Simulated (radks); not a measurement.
Question: The mean radii <r> (bohr) of the occupied orbitals of an atom or ion are listed with their occupations. All-electron calculation, non-relativistic Kohn-Sham, exchange-only r2SCAN, spin-polarised, spherical densities, point nucleus; meta-GGA in the generalised Kohn-Sham scheme. Program: a radial shooting solver on a logarithmic mesh with Libxc functionals.

orbital  occ.      <r>
1s down     1  0.01893
1s up       1  0.01893
2s up       1  0.07965
2s down     1  0.07965
2p up       3  0.06732
2p down     3  0.06732
3s up       1   0.2006
3s down     1   0.2006
3p up       3   0.1912
3p down     3   0.1911
3d up       5   0.1670
3d down     5   0.1670
4s up       1   0.4402
4s down     1   0.4403
4p up       3   0.4441
4p down     3   0.4441
4d up       5   0.4513
4d down     5   0.4512
4f up       7   0.4714
4f down     7   0.4706
5s up       1   0.9973
5s down     1   0.9949
5p up       3    1.072
5p down     3    1.069
5d up       5    1.318
5d down     3    1.323

Name the element and its charge. Open shells, if any, are filled with parallel spins first.

Answer: Z = 80, mercury, charge +4: Hg4+ in [Xe] 4f14 5d8. The 1s radius gives Z: for a bare nucleus <r> = 1.5/Z, 0.01875 bohr for Z = 80, and screening makes it slightly larger (0.01893 here). The occupations add up to 76, and the charge is Z minus that.
